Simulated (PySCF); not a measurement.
GeHF3, optimised at PBE/def2-SVP:

```xyz
5

Ge    -0.0444     0.0206     0.0013
F      0.0272     0.6652    -1.6064
F      0.0208    -1.7048    -0.1539
F      1.4207     0.5016     0.7934
H     -1.2928     0.4878     0.7580
```

Energies from PySCF (xtb for GFN2), thermal terms from the rigid-rotor harmonic-oscillator model, ideal gas at 1 bar. 6-31G* has spherical d functions here. All species are closed-shell singlets. B3LYP is the form with VWN-RPA correlation. Ge: all electrons, no relativistic terms. GeHF3: computed as isolated molecules; such fragments, hydroxides, amides, oligomers or adducts are transient or little studied in the gas.

Question: List the harmonic frequencies (cm⁻¹, unscaled) at this level and at the other levels, each on its own geometry.

Answer: 
- PBE/def2-SVP: 216, 217, 268, 686, 686, 699, 740, 740, 2176
- B3LYP/6-31G*: 226, 226, 280, 720, 721, 722, 759, 759, 2214
- GFN2-xTB: 165, 165, 206, 502, 524, 524, 539, 539, 2094
- HF/6-31G*: 251, 251, 311, 788, 797, 798, 821, 821, 2384
- PBE0/def2-TZVP: 228, 228, 283, 703, 703, 739, 765, 765, 2271
